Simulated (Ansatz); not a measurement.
Total energies of cyclo-(H2SnO)4 (Sn4O4H8) from Ansatz at PBE0-D4/def2-TZVP, gas phase (1 Eh = 27.2114 eV = 2625.5 kJ/mol). The reference geometry is relaxed at r2SCAN-D4/def2-SVP.

```xyz
16

Sn   -0.707    0.665    2.137
H    -2.049    0.686    3.200
H     0.756    1.345    2.706
O    -0.529   -1.228    1.564
Sn    1.090   -1.966    0.675
H     0.561   -3.008   -0.575
H     2.129   -2.629    1.866
O     2.030   -0.347    0.012
Sn    1.540    0.603   -1.665
H     2.493   -0.006   -2.954
H     1.631    2.284   -1.351
O    -0.305   -0.037   -2.034
Sn   -1.924    0.698   -1.147
H    -2.574    1.951   -2.118
H    -2.949   -0.620   -0.774
O    -1.192    1.611    0.459
```

```tsv
state	geometry	energy (Eh)
charge 0 singlet	reference	-1162.84335
charge 1 doublet	reference	-1162.49596
charge -1 doublet	reference	-1162.83027
free Sn atom (triplet)	–	-214.25870
free H atom (doublet)	–	-0.50104
free O atom (triplet)	–	-75.01860
```

In the def2 sets Sn takes a core potential; there is no spin–orbit coupling.

Problem. Work out the vertical ionisation energy to the doublet.

Solution. E(charge 1 doublet) − E(charge 0 singlet) = -1162.49596 − (-1162.84335) = 0.34739 Eh = 9.45 eV. For comparison, −ε of the highest occupied level is 7.99 eV at this level, 1.46 eV less.

Problem. Work out the vertical electron affinity, to the doublet.

Solution. E(charge 0 singlet) − E(charge -1 doublet) = -1162.84335 − (-1162.83027) = -0.01308 Eh = -0.36 eV; negative, so the extra electron isn't bound. The basis lacks diffuse functions, which makes affinities too small.

Problem. Give the fundamental gap IE − EA, the Mulliken electronegativity (IE + EA)/2 and the hardness (IE − EA)/2.

Solution. From the values in Eh: IE − EA = 0.34739 − (-0.01308) = 0.36047 Eh = 9.81 eV; (IE + EA)/2 = 4.55 eV; (IE − EA)/2 = 4.90 eV. The HOMO–LUMO gap of the same run is 7.09 eV, 2.72 eV smaller than the fundamental gap.

Problem. What is the binding energy per atom against free atoms?

Solution. Atoms: 4 × (-214.25870) + 8 × (-0.50104) + 4 × (-75.01860) = -1161.11752 Eh. Binding: -1161.11752 − (-1162.84335) = 1.72583 Eh = 46.96 eV, or 2.94 eV for each of 16 atoms (no zero-point energy, no counterpoise term).

At PBE0-D4/def2-TZVP the highest occupied level of the charge -1 doublet lies above zero (up to 1.68 eV). By energy differences it is unbound by 0.36 eV (vertical, against the charge 0 singlet, at PBE0-D4/def2-TZVP) and held by the finite basis.
